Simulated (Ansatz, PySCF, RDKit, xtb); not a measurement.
Dimer: C2H2 (SMILES C#C) (first 4 atoms) with H4OSi (SMILES O[SiH3]); geometry from B3LYP-D3(BJ)/def2-TZVP, rigid monomers moved along the line of their centres of mass till C1···H7 is 2.71 Å.
(charge 0, multiplicity 1):
```json
[
 {"atom": "C", "x (Å)": "0.1352", "y (Å)": "0.8027", "z (Å)": "0.5367"},
 {"atom": "C", "x (Å)": "0.2253", "y (Å)": "-0.3889", "z (Å)": "0.4559"},
 {"atom": "H", "x (Å)": "0.0585", "y (Å)": "1.8612", "z (Å)": "0.6060"},
 {"atom": "H", "x (Å)": "0.3089", "y (Å)": "-1.4465", "z (Å)": "0.3811"},
 {"atom": "O", "x (Å)": "-1.1262", "y (Å)": "-0.1069", "z (Å)": "3.8209"},
 {"atom": "Si", "x (Å)": "0.1653", "y (Å)": "-0.0534", "z (Å)": "4.8440"},
 {"atom": "H", "x (Å)": "-0.9368", "y (Å)": "-0.0347", "z (Å)": "2.8774"},
 {"atom": "H", "x (Å)": "1.1204", "y (Å)": "-1.1618", "z (Å)": "4.5886"},
 {"atom": "H", "x (Å)": "-0.3825", "y (Å)": "-0.1784", "z (Å)": "6.2101"},
 {"atom": "H", "x (Å)": "0.9138", "y (Å)": "1.2239", "z (Å)": "4.7239"}
]
```

Interaction energies are E(AB) − E(A) − E(B) at the monomers' geometry in the complex; basis-set methods are counterpoise corrected. Rows marked so take none. RDKit's UFF carries no charges.

Rows in 6-31G* carry no dispersion term and start afresh at each structure (6-31G* with six Cartesian d functions).

The values were computed with Ansatz (Gaussian basis) for Hartree–Fock, density functionals and correlated methods; PySCF for 6-31G* rows; RDKit for the force fields; xtb for the GFN methods. 

Problem. One of these levels gives -3.13 kcal/mol for the interaction energy. Which?
A) GFN2-xTB
B) BP86/6-31G* (no counterpoise)
C) PBE0/def2-TZVPPD
D) UFF

Solution. B, BP86/6-31G* (no counterpoise). The others give -0.15 (UFF), -1.99 (GFN2-xTB), -2.62 (PBE0/def2-TZVPPD)

Ansatz is a first-principles code.
